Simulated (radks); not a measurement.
Zr2+, 38 electrons, occupied as [Kr] 4d1 5s1 (not the ground configuration). All-electron calculation, scalar-relativistic Kohn-Sham, B86b exchange with PBE correlation, spin-unpolarised, spherical densities, point nucleus. Program: a radial shooting solver on a logarithmic mesh with Libxc functionals.

Local quantities along the radius. ELF = 1/(1 + alpha^2) is the electron localisation function; alpha = (tau - tau_W)/tau_unif compares the Pauli kinetic energy density with that of the uniform gas; r v_xc is r times the local exchange-correlation potential (hartree bohr); -r V(r) is the screened charge that the Kohn-Sham potential presents (atomic units); s = |grad rho|/(2 (3 pi^2)^(1/3) rho^(4/3)) is the reduced gradient. tau is taken from the large components.

r (bohr),ELF,alpha,r v_xc,-r V(r),s
0.001253,1.000,0.02102,-0.09450,39.82,0.6430
0.001459,1.000,0.02093,-0.09991,39.78,0.6068
0.001698,1.000,0.02098,-0.1066,39.74,0.5764
0.001977,1.000,0.02118,-0.1147,39.69,0.5511
0.002302,1.000,0.02156,-0.1243,39.63,0.5303
0.00268,1.000,0.02213,-0.1356,39.56,0.5136
0.003095,0.999,0.02289,-0.1479,39.48,0.5012
0.003603,0.999,0.02397,-0.1626,39.39,0.4915
0.004194,0.999,0.02538,-0.1794,39.28,0.4850
0.004883,0.999,0.02723,-0.1983,39.16,0.4815
0.005684,0.999,0.02964,-0.2194,39.01,0.4811
0.006617,0.999,0.03280,-0.2427,38.84,0.4838
0.007703,0.999,0.03699,-0.2682,38.64,0.4896
0.008968,0.998,0.04260,-0.2957,38.42,0.4989
0.01044,0.997,0.05026,-0.3250,38.16,0.5119
0.01215,0.996,0.06096,-0.3555,37.86,0.5291
0.01404,0.994,0.07534,-0.3850,37.53,0.5495
0.01634,0.991,0.09749,-0.4158,37.14,0.5760
0.01902,0.983,0.1311,-0.4454,36.70,0.6078
0.02215,0.967,0.1838,-0.4722,36.20,0.6444
0.02578,0.933,0.2686,-0.4952,35.64,0.6840
0.03001,0.858,0.4062,-0.5134,35.01,0.7209
0.03494,0.719,0.6247,-0.5268,34.31,0.7435
0.04068,0.531,0.9393,-0.5362,33.52,0.7313
0.04736,0.374,1.293,-0.5430,32.65,0.6615
0.05513,0.306,1.505,-0.5534,31.69,0.5336
0.06418,0.334,1.412,-0.5879,30.65,0.3938
0.07412,0.442,1.123,-0.6544,29.60,0.3076
0.08629,0.599,0.8182,-0.7395,28.42,0.2883
0.1005,0.722,0.6212,-0.8150,27.13,0.3265
0.1169,0.775,0.5394,-0.8675,25.74,0.3989
0.1361,0.754,0.5715,-0.8904,24.26,0.4874
0.1585,0.635,0.7578,-0.8835,22.71,0.5681
0.1845,0.427,1.157,-0.8558,21.09,0.5872
0.2148,0.284,1.588,-0.8279,19.41,0.4769
0.2501,0.305,1.509,-0.8707,17.73,0.2935
0.2911,0.479,1.042,-1.001,16.09,0.2070
0.3362,0.664,0.7113,-1.114,14.53,0.2408
0.3914,0.764,0.5556,-1.186,12.92,0.3408
0.4556,0.774,0.5396,-1.190,11.41,0.4755
0.5304,0.693,0.6652,-1.127,10.03,0.6361
0.6175,0.478,1.045,-1.017,8.784,0.7875
0.7189,0.245,1.755,-0.9059,7.667,0.7941
0.8369,0.211,1.934,-0.8496,6.684,0.5594
0.9743,0.422,1.169,-0.9475,5.917,0.3834
1.134,0.707,0.6442,-1.033,5.226,0.4287
1.32,0.793,0.5102,-1.047,4.590,0.5892
1.537,0.732,0.6049,-0.9879,4.032,0.8051
1.775,0.540,0.9232,-0.8903,3.594,1.039
2.067,0.275,1.624,-0.7826,3.235,1.258
2.406,0.141,2.469,-0.6993,2.980,1.349
2.801,0.134,2.542,-0.6514,2.813,1.365
3.261,0.219,1.890,-0.6161,2.700,1.563
3.796,0.355,1.349,-0.5421,2.579,2.116
4.419,0.433,1.145,-0.4624,2.476,3.169
5.144,0.386,1.260,-0.3971,2.401,5.144
5.989,0.231,1.826,-0.3181,2.319,9.130
6.972,0.076,3.476,-0.2275,2.228,17.96
8.052,0.014,8.269,-0.1497,2.150,38.07

On this mesh the ELF has minima near r = 0.055, 0.21, 0.84, 2.8 bohr, which separate the shells, and maxima near 0.12 (0.77), 0.46 (0.77), 1.3 (0.79), 4.4 (0.43).
